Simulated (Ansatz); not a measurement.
Consider the formal exchange of groups at a C–Si bond: `C[Si@H](F)[C@@H](F)Cl` + `C=C` → `C=CC(F)Cl` + `C[SiH2]F`.

Gas-phase electronic energies from Ansatz, PBE0-D4/def2-TZVP geometries. CCSD(T)/CBS adds triple-zeta CCSD(T) − MP2 to the extrapolated MP2 energy (def2 sets, frozen cores). This one scheme is used for every species. Each species was taken in one conformer, which may not be the lowest.

```json
{"species": "`C[Si@H](F)[C@@H](F)Cl`", "CCSD/def2-TZVPP energy (Eh)": "-1027.37008"}
{"species": "`C=C`", "CCSD/def2-TZVPP energy (Eh)": "-78.42519"}
{"species": "`C=CC(F)Cl`", "CCSD/def2-TZVPP energy (Eh)": "-675.90670"}
{"species": "`C[SiH2]F`", "CCSD/def2-TZVPP energy (Eh)": "-429.88798"}
```

Q: Work out ΔE.

A: ΔE = (-675.90670) + (-429.88798) − (-1027.37008) − (-78.42519) = 0.00059 Eh = +0.02 eV. CCSD(T)/CBS gives +0.05 eV.

Largest T1 diagnostic among the species: 0.011.

In def2-TZVPP, CCSD(T) changes the Hartree–Fock value by +0.07 eV (the triples alone add +0.01 eV) and MP2 by +0.04 eV. The D4 term adds +0.04 eV with B3LYP and +0.03 eV with PBE0; it sums over pairs of atoms, weighted by their polarisabilities, and B3LYP, whose exchange is more repulsive, gets the larger term.

B3LYP here is the variant with VWN-RPA as its local correlation; programs differ in this.
